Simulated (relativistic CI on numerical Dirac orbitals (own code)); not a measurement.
# Spin-allowed bands of a d2 ion in an octahedral site, by hand

Problem. Take Δ = 9100 cm⁻¹ and B = 750 cm⁻¹ for a d2 ion in an octahedral site. Calculate the three spin-allowed bands.

Working.
1. The terms of highest spin are 3F (energy 0) and 3P (15B = 11250 cm⁻¹). Here the F term splits into A2 at +1.2Δ = 10920, T2 at +0.2Δ = 1820 and T1 at −0.6Δ = -5460 cm⁻¹.
2. The two T1 states mix through the element 0.4Δ: H = [[-5460, 3640], [3640, 11250]], with roots ½(H₁₁ + H₂₂) ∓ ½√[(H₂₂ − H₁₁)² + 4H₁₂²] = ½(5790) ∓ ½(18227) = -6218 and 12008 cm⁻¹.
3. The ground term is 3T1 at -6218 cm⁻¹.
4. Bands: 3T2 8038 cm⁻¹ (1244 nm), 3A2 17138 cm⁻¹ (583 nm), 3T1(P) 18227 cm⁻¹ (549 nm).

Check. Exact diagonalisation of the whole d2 shell with these parameters gives 3T2 8038, 3A2 17138, 3T1 18227 cm⁻¹. The match is exact, since without spin-orbit coupling no other term has this spin. The ratio of the second band to the first, 2.132, depends on Δ/B = 12.1 alone, which is how a Tanabe-Sugano diagram is read.
